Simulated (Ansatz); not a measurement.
Te2Pb⁻. Charge -1, multiplicity 2. Geometry r2SCAN-D4/def2-SVP, that of the neutral singlet.

| atom | x (Å) | y (Å) | z (Å) |
| --- | --- | --- | --- |
| Pb1 | -0.101 | 1.480 | -0.706 |
| Te2 | -0.293 | -1.352 | -0.882 |
| Te3 | 0.394 | -0.128 | 1.587 |

In the def2 sets Pb, Te take a core potential; there is no spin–orbit coupling. At PBE-D4/def2-TZVPD, r2SCAN-D4/def2-TZVPD, PBE0-D4/def2-TZVPD the highest occupied level of the charge -1 doublet lies above zero (up to 0.91 eV). By energy differences its removal costs 1.29 eV (vertical, to the charge 0 singlet, at PBE-D4/def2-TZVPD); a positive level beside a positive removal energy at the same level points to self-interaction error. The structure comes from a short search, and lower isomers may exist.

Question: Estimate the α-spin orbital energies around the gap (eV) in Ansatz with PBE-D4/def2-TZVPD, r2SCAN-D4/def2-TZVPD, PBE0-D4/def2-TZVPD.

Answer: 
```csv
orbital,PBE-D4/def2-TZVPD,r2SCAN-D4/def2-TZVPD,PBE0-D4/def2-TZVPD
HOMO−5,-3.09,-3.33,-3.92
HOMO−4,-1.95,-2.21,-3.04
HOMO−3,-1.86,-2.07,-2.72
HOMO−2,-1.48,-1.67,-2.30
HOMO−1,-0.28,-0.44,-1.17
HOMO,0.91,0.65,0.10
LUMO,1.15,1.28,1.83
LUMO+1,2.16,2.34,2.67
LUMO+2,2.18,2.50,2.68
LUMO+3,2.60,3.04,2.91
LUMO+4,3.02,3.38,3.34
LUMO+5,3.11,3.69,3.43
β HOMO,-0.22,-0.38,-1.09
β LUMO,1.16,1.30,1.84
```
